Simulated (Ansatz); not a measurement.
`O[SiH2][Si](F)(Cl)Cl` → `O[Si](F)(Cl)Cl` + `[SiH2]` at 500 K and 1 bar (silylene formation by 1,1-elimination).

Computed with Ansatz on PBE0-D4/def2-TZVP structures; ΔE is electronic, products minus reactants. CCSD(T)/CBS is the MP2 limit (def2-TZVPP, def2-QZVPP) plus CCSD(T) − MP2 in def2-TZVPP, frozen cores. This one scheme is used for every species. Each species was taken in one conformer, which may not be the lowest.

| species | CCSD(T)/CBS energy (Eh) | H − E (kJ/mol) | S (J/(mol·K)) |
| --- | --- | --- | --- |
| `O[SiH2][Si](F)(Cl)Cl` | -1674.70305 | 156.9 | 483.4 |
| `O[Si](F)(Cl)Cl` | -1384.43664 | 95.1 | 392.9 |
| `[SiH2]` | -290.19011 | 48.0 | 226.5 |

H − E and S are ideal-gas, rigid-rotor, harmonic terms from PBE0-D4/def2-TZVP, for one conformer and one mirror image of each species. 1 Eh = 2625.50 kJ/mol, R = 8.31446 J/(mol·K).

**Question.** By hand: ΔE, ΔH, ΔS and ΔG.

**Answer.** ΔE = (-1384.43664) + (-290.19011) − (-1674.70305) = 0.07630 Eh = 200.3 kJ/mol. Δ(H − E) = 95.1 + 48.0 − 156.9 = -13.8, so ΔH = 186.5 kJ/mol. ΔS = 392.9 + 226.5 − 483.4 = 136.0 J/(mol·K). ΔG = 186.5 − 500 × (136.0)/1000 = 118.5 kJ/mol.

**Question.** By hand: the equilibrium constant, and the temperature at which ΔG would vanish if ΔH and ΔS stayed fixed.

**Answer.** log₁₀ K = −ΔG/(RT ln 10) = -12.4. ΔG = 0 at ΔH/ΔS = 1371 K.

The number of gas molecules changes by +1, which sets the sign of ΔS. A doubt of 5 kJ/mol in ΔE shifts log₁₀ K by 0.5 here. Other conformers and mirror images would add mixing entropy, several J/(mol·K) or more a flexible species. Modes under 60 cm⁻¹, often nearly free rotors, make the harmonic entropy too high. These are equilibria of isolated gas molecules and say nothing of rates. Largest T1 diagnostic: 0.014 (customary marks: 0.02 for closed shells, 0.045 for open ones).
